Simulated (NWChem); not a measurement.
CH4O2Si, singlet; SMILES CO[Si]O

```xyz
8

Si    -0.6294    -0.6110     0.0000
O      0.4769    -1.8564     0.0000
H      1.4118    -1.5859     0.0000
O      0.4389     0.6824     0.0000
C      0.0399     2.0471     0.0000
H      0.4435     2.5428     0.8897
H      0.4435     2.5428    -0.8897
H     -1.0530     2.1628     0.0000
```
Atoms are numbered in this order, from 1.

Program: NWChem. Low-valent species are run as closed-shell singlets; no triplet was tried in these runs. The geometry was optimised at B3LYP/6-31G* (spherical d). Total energies of different functionals are on different scales.

| level | energy (Ha) | highest occupied level (eV) | orbital gap (eV) | dipole (D) |
|---|---|---|---|---|
| PBE/def2-TZVP | -480.2358 | -5.93 | 3.97 | 2.11 |
| B3LYP/def2-TZVP | -480.6234 | -6.91 | 5.57 | 2.12 |
| BLYP/def2-TZVP | -480.5594 | -5.82 | 3.99 | 2.09 |
| Hartree-Fock/def2-TZVP | -479.0014 | ? | ? | ? |
| PW6B95/def2-TZVP | -481.0719 | -7.19 | 6.11 | 2.10 |
| CAM-B3LYP/def2-TZVP | -480.5376 | -8.44 | 8.38 | 2.15 |

What belongs in the gaps?


- Hartree-Fock/def2-TZVP, highest occupied level (eV): -9.70
- Hartree-Fock/def2-TZVP, orbital gap (eV): 11.59
- Hartree-Fock/def2-TZVP, dipole (D): 2.23
